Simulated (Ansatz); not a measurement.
Computed with Ansatz on PBE0-D4/def2-TZVP structures; ΔE is electronic, products minus reactants. CCSD(T)/CBS adds triple-zeta CCSD(T) − MP2 to the extrapolated MP2 energy (def2 sets, frozen cores). This one scheme is used for every species. Functionals use def2-TZVPP. One conformer a species, not always the lowest.

Consider the ligand exchange at the Si–F bond: `N[SiH2]F` + `O[SiH2][SiH3]` → `N[SiH2]O[SiH2][SiH3]` + H–F.

```json
{"level": "r2SCAN-D4", "ΔE (kJ/mol)": "28.2"}
{"level": "ωB97X-V", "ΔE (kJ/mol)": "27.3"}
{"level": "ωB97M-V", "ΔE (kJ/mol)": "26.2"}
{"level": "B2PLYP", "ΔE (kJ/mol)": "32.7"}
{"level": "r2SCAN", "ΔE (kJ/mol)": "31.5"}
{"level": "CCSD/def2-TZVPP", "ΔE (kJ/mol)": "24.8"}
{"level": "CCSD(T)/def2-TZVPP", "ΔE (kJ/mol)": "22.9"}
{"level": "HF/CBS(def2)", "ΔE (kJ/mol)": "36.3"}
```

Question: What does CCSD(T)/CBS give? (Estimate.)

Answer: Computed: +22.3 kJ/mol. The listed levels differ from it by 5.9, 5.0, 3.9, 10.4, 9.2, 2.5, 0.6, 14.0 kJ/mol.

Largest T1 diagnostic among the species: 0.012.

From PBE to PBE0 (25 % exact exchange), in def2-TZVPP and without D4, ΔE moves by −4.5 kJ/mol. In def2-TZVPP, CCSD(T) changes the Hartree–Fock value by −12.8 kJ/mol (the triples alone add −1.9 kJ/mol) and MP2 by −14.5 kJ/mol.
